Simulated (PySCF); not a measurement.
Compound: C8H6FN.
Numbering: `[F:1][c:2]1[cH:3][cH:4][n:5]2[cH:6][cH:7][cH:8][cH:9][c:10]12`

Structure used (GFN2-xTB), in Å, numbered top down from 1:
```
atom  x, y, z in Å
F1    -1.885    2.521    0.101
C2    -1.546    1.221    0.008
C3    -2.426    0.152   -0.144
C4    -1.656   -0.993   -0.196
N5    -0.354   -0.653   -0.080
C6     0.757   -1.440   -0.080
C7     1.987   -0.883    0.048
C8     2.131    0.520    0.183
C9     1.026    1.317    0.184
C10   -0.246    0.733    0.050
H11   -3.494    0.210   -0.210
H12   -1.962   -2.015   -0.307
H13    0.593   -2.502   -0.185
H14    2.861   -1.513    0.047
H15    3.117    0.943    0.284
H16    1.088    2.389    0.286
```

NICS = −σ at a ghost point: NICS(0) at the centroid of the ring atoms, NICS(1) 1 Å to either side along the normal of their mean plane, zz for the tensor component along that normal. Level: GIAO PBE0/pcSseg-1 (PySCF, non-relativistic, gas phase) on the GFN2-xTB geometry, one conformer.

Rings: 1. C2–C3–C4–N5–C10; 2. N5–C6–C7–C8–C9–C10.

```json
{"set": "P", "NICS(0)": "-5.6", "NICS(1), two faces": "-7.3 / -7.3", "NICS(1)zz, two faces": "-16.9 / -16.9"}
{"set": "Q", "NICS(0)": "-19.6", "NICS(1), two faces": "-14.7 / -14.7", "NICS(1)zz, two faces": "-38.5 / -38.6"}
```

Task: Which set (ppm) belongs to which ring?

Result: P = 2, Q = 1.
- 1 (5-membered ring with N; formal bonds all aromatic): mean NICS(1)zz -38.6 ppm, shielded, aromatic by this magnetic criterion (flat ring, no four-coordinate atom), though in fused rings the probe also feels the neighbouring ring.
- 2 (6-membered ring with N; formal bonds all aromatic): mean NICS(1)zz -16.9 ppm, shielded.

Task: How do the rings differ in shape?

Result: 
```csv
ring,bond lengths (Å),rms pucker (Å),HOMA,nearest outside atom to a NICS(1) probe (Å)
1,"1.393, 1.381, 1.351, 1.396, 1.390",0.00,0.92,hydrogen 2.45
2,"1.361, 1.356, 1.417, 1.362, 1.406, 1.396",0.00,0.81,hydrogen 2.65
```

HOMA = 1 − mean of α(R − Ropt)² over the ring bonds, with Krygowski's 1993 parameters (CC: Ropt 1.388 Å, α 257.7 Å⁻²; CN: Ropt 1.334 Å, α 93.52 Å⁻²).
